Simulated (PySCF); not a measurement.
## Stationary points of SbSBr3

Level of theory: PySCF, PBE0, basis Sb def2-SVP with ECP28, S def2-SVP, Br def2-SVP (scalar-relativistic core potentials, no spin–orbit coupling, density fitting).

Relaxations began from a few typed shapes. The search is not exhaustive: other isomers or separated fragments can lie lower, and high-lying points may rest on an excited occupation.

| spin | group | bonds | angles | imaginary modes (cm⁻¹) | ΔE (kJ/mol) | ΔE with ZPE (kJ/mol) |
| --- | --- | --- | --- | --- | --- | --- |
| singlet | C3v | Sb–Br 2.489 Å (×3), Sb–S 2.213 Å | Br–Sb–Br 100.6° (×3), Br–Sb–S 117.3° (×3) | none | 0.0 | 0.0 |
| singlet | Cs | Sb–Br 2.507 Å, Sb–Br 2.867 Å (×2), Sb–S 2.339 Å, S–Br 2.588 Å (×2) | Br–Sb–Br 97.6° (×2), Br–Sb–Br 117.1°, Br–Sb–S 58.6° (×2), Br–Sb–S 103.8°, Br–S–Br 141.9° | 198i | 49.1 | – |
| singlet | C2v | Sb–Br 2.539 Å, Sb–Br 2.559 Å (×2), Sb–S 2.238 Å | Br–Sb–Br 84.5° (×2), Br–Sb–Br 168.9°, Br–Sb–S 95.5° (×2), Br–Sb–S 180.0° | 65i | 171.6 | – |

The lowest minimum found is the singlet C3v: Sb–Br 2.489 Å (×3), Sb–S 2.213 Å; Br–Sb–Br 100.6° (×3), Br–Sb–S 117.3° (×3).

Counting electrons, antimony keeps none of its valence electrons outside its bonds, so the VSEPR class is AX4 and the expected shape is tetrahedral; with unlike ligands the computed point group is C3v.
